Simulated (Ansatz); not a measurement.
CH4N (SMILES [CH2]N), doublet, at a GFN2-xTB geometry; Ansatz (a first-principles code) with MP2/def2-SVPD.

Ansatz was given this input:
Ansatz 0.2 input:
```yaml
crystal:
  periodic: [false, false, false]
  atoms:
    - {symbol: C, position_ang: [0.11969841, 0.72071728, -0.00763830]}
    - {symbol: N, position_ang: [-0.08484190, -0.65766184, 0.00683957]}
    - {symbol: H, position_ang: [-0.51938453, -1.00090422, 0.85240262]}
    - {symbol: H, position_ang: [-0.52837018, -1.01721263, -0.82720202]}
    - {symbol: H, position_ang: [0.46666690, 1.15768540, 0.90941225]}
    - {symbol: H, position_ang: [0.45679066, 1.13976065, -0.93666007]}
basis:
  gaussian:
    orbitals: def2-SVPD
magnetization: {spin_polarized: true, initial_magnetization: 1}
correlation: {method: mp2}
```

The log (banner, timings and long lists left out):

```
Functional definition: HF
712 factors; integrals over basis functions are off by at most 1.2e-3 eV
mean field evaluation 1: about -2570.7763 eV, gradient 1.6e1 eV
mean field evaluation 2: about -2570.8028 eV, gradient 1.6e1 eV
mean field evaluation 4: about -2572.2550 eV, gradient 2.2e0 eV
mean field evaluation 8: about -2572.3175 eV, gradient 2.1e-1 eV
mean field evaluation 16: about -2572.3188 eV, gradient 1.5e-6 eV
mean field -2572.31877596 eV, -94.5309714363 hartree, gradient 1.5e-6 eV, S^2 0.761957; 0 other end points of the search recorded, 0 dependent functions left out
2 core orbitals not correlated
reference -2572.31877596 eV, -94.5309714363 hartree; 7, 6 occupied and 63, 64 virtual orbitals, 712 factors
second order -8.48545682 eV of doubles, -0.00000000 eV of singles
Total energy: -2580.80423279 eV, -94.8428062229 hartree
```
